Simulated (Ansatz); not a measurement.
Basis-set extrapolation for CH5AlBClO, SMILES `B[CH2][Al]([OH])[Cl]` (PBE0-D4/def2-TZVP geometry, frozen core, the Gaussian-basis code of Ansatz). Multiplicity 1, RHF reference.

```tsv
	def2-TZVPP	def2-QZVPP
HF	-841.963209	-841.989898
MP2 correlation	-0.780354	-0.843417
CCSD(T) correlation	-0.857426	not run
```

Energies in hartree. Use E(X) = E(∞) + A·exp(−7.88·√X) for Hartree–Fock and E(X) = E(∞) + B·X^(−2.97) for correlation, with X = 3 and 4, and add CCSD(T) minus MP2 of the smaller set to the MP2 limit.

Problem. What is the CCSD(T) energy at the basis-set limit?

Solution. HF limit: -841.989898 + (-0.026689) × 0.13774 = -841.99357. MP2 limit: -0.843417 + (-0.063063) × 0.74074 = -0.89013. Higher-order term: -0.857426 − (-0.780354) = -0.07707. Total: -842.96077 hartree, 87.9 kcal/mol below CCSD(T)/def2-TZVPP.
